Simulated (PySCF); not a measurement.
**Telling isomers of C₃H₉NO₂Si apart by NMR**

Level of theory: coordinates at the GFN2-xTB level, shielding tensors at PBE0/pcSseg-1 (GIAO), in PySCF 2.14 (averaged over atoms made equivalent by symmetry, fast rotation or ring inversion, no solvent model, a single conformation, non-relativistic Hamiltonian).

Shifts are taken against calculated references (same method and geometry level): TMS for 1H and 13C. Where no couplings were computed, multiplicities follow the n + 1 count of equivalent neighbours, and m marks all less simple cases (inequivalent or close neighbours, rings, F or P nearby). Acid and N–H amide carbonyl carbons lie up to 10 ppm further downfield in solution (hydrogen bonding). Shifts are as computed. Against solution values, carbons near 30 ppm lie about +3 ppm off and those near 130 ppm about +5 ppm. Of 1309 compounds with measured shifts, 239 miss one by over three times the rms of a fit or turn the order of signals round; such compounds aren't used in these exercises. OH and NH positions are gas-phase values without hydrogen bonding to other molecules.

(1) Tabulate the signals of `CNC(=O)C[SiH2]O`, `CO[SiH2]NC(C)=O` and their relative energies.

(2) What is the quickest way to tell CNC(=O)C[SiH2]O from CO[SiH2]NC(C)=O?

Results:

(1) 
| SMILES | carbon types | δC | δH | E rel. (kcal/mol) |
| --- | --- | --- | --- | --- |
| CNC(=O)C[SiH2]O | 1×C 1×CH2 1×CH3 | 175.2, 26.8, 26.1 | 5.04 (t, 2H), 4.81 (br, 1H), 4.76 (br s, 1H), 3.17 (d, 3H), 1.59 (t, 2H) | 0.9 |
| CO[SiH2]NC(C)=O | 1×C 2×CH3 | 177.8, 52.6, 24.4 | 5.18 (s, 2H), 4.32 (br s, 1H), 3.82 (s, 3H), 1.95 (s, 3H) | 0.0 |

Energies are electronic energies at PBE0/pcSseg-1 on these geometries, without zero-point or thermal terms, each for the one conformer computed, which needn't be the lowest.

(2) Both give the same number of carbon signals, but DEPT or the intensities differ. The first has an sp3 CH2 bonded to Si, α to a carbonyl at 26.1 ppm, the second a methyl carbon bonded to O (CH3) at 52.6 ppm. Their most deshielded carbons lie at 175.2 and 177.8 ppm.
